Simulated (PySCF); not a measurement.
Harmonic spectrum computed at PBE0 in the def2-TZVP basis family (core potentials from Rb on, PySCF, no spin–orbit coupling):

```csv
ω (cm⁻¹),IR (km/mol)
108,8.4
402,50.4
661,160
```

Task: Which molecule gave it? In each, all ligands are bound to the one heavy central atom.
A. RuFCl (quintet)
B. MoFCl (quintet)
C. TiFCl (triplet)
D. ZrFCl (triplet)

Result: B. It has Cs symmetry with Mo–Cl 2.261 Å, Mo–F 1.868 Å.
